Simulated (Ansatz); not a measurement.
Born–Oppenheimer molecular dynamics of Cl$_{4}$HSn (6 atoms, charge 0, multiplicity 2). It starts at the highest image of a converged band. Of that band: Neighbouring images differ by up to 1.3 eV, so the band resolves the path poorly. A vibrational analysis at the climbing image gives one clearly imaginary mode, 595i cm⁻¹: a first-order saddle point.

These are results of UKS B3LYP-D4/def2-SVP (Ansatz), not measurements.

```yaml
ensemble: NVE (velocity Verlet)
time_step: 0.5 fs
steps_asked: 200
starting_velocities_drawn_for: 300 K
seed: 10607
```

First frame:

```xyz
6
Properties=species:S:1:pos:R:3
Sn -0.005 0.000 0.031
Cl 0.006 0.000 2.427
Cl 2.198 0.000 -0.770
Cl -1.111 1.910 -0.756
Cl -1.111 -1.910 -0.756
H 0.025 0.000 4.407
```

Task: What does the run give?

Result: The run went to its last step.

```
steps done                                               : 200
time covered                                             : 100 fs
mean temperature over the second half                    : 265 K
spread of the potential energy over the second half      : 3.2 meV per atom
mean potential energy of the second half above the start : 3.0 meV per atom
```

The conserved energy stayed within 0.0057 meV per atom of its start (net change -0.0045 meV per atom), so the integration is sound. A run of 0.1 ps of so small a system gives no equilibrium averages.

Task: What happens to the structure?

Result: Between its relaxed ends the band would form Cl2–H6 and break Sn1–Cl2. These pairs go: Cl2–H6 1.98 → 6.33 Å, Sn1–Cl2 2.40 → 2.33 Å. In the last frame they stand as before the step (other bonds may differ from the relaxed reactants and products). It ends as Cl4Sn + H. Pairs count as bonded within 1.25 times the sum of covalent radii (0.12 Å more for H–H). Another seed would give other details.

Task: How do temperature and energy run in time?

Result: 
| time (fs) | T (K) | potential energy less start (eV) | conserved less start (meV/atom) |
| --- | --- | --- | --- |
| 0 | 300 | 0.000 | 0.00 |
| 3 | 307 | -0.004 | 0.00 |
| 6 | 321 | -0.011 | 0.00 |
| 9 | 336 | -0.019 | -0.01 |
| 12 | 346 | -0.024 | -0.01 |
| 15 | 349 | -0.025 | -0.01 |
| 18 | 344 | -0.023 | -0.01 |
| 21 | 335 | -0.018 | 0.00 |
| 24 | 324 | -0.012 | 0.00 |
| 27 | 315 | -0.008 | 0.00 |
| 30 | 311 | -0.006 | 0.00 |
| 33 | 312 | -0.006 | 0.00 |
| 36 | 318 | -0.010 | 0.00 |
| 39 | 327 | -0.014 | 0.00 |
| 42 | 334 | -0.017 | 0.00 |
| 45 | 336 | -0.019 | -0.01 |
| 48 | 332 | -0.016 | -0.01 |
| 51 | 319 | -0.010 | -0.01 |
| 54 | 298 | 0.001 | -0.01 |
| 57 | 272 | 0.014 | 0.00 |
| 60 | 246 | 0.028 | 0.00 |
| 63 | 224 | 0.039 | 0.00 |
| 66 | 210 | 0.047 | 0.00 |
| 69 | 206 | 0.049 | 0.00 |
| 72 | 213 | 0.045 | 0.00 |
| 75 | 228 | 0.037 | 0.00 |
| 78 | 248 | 0.027 | 0.00 |
| 81 | 268 | 0.016 | 0.00 |
| 84 | 287 | 0.007 | -0.01 |
| 87 | 300 | 0.000 | -0.01 |
| 90 | 306 | -0.003 | -0.01 |
| 93 | 305 | -0.002 | -0.01 |
| 96 | 297 | 0.001 | -0.01 |
| 99 | 286 | 0.007 | 0.00 |

The run took 8.6 min on 4 threads of Arm Neoverse V2 (shared host), peak memory 0.4 GiB.
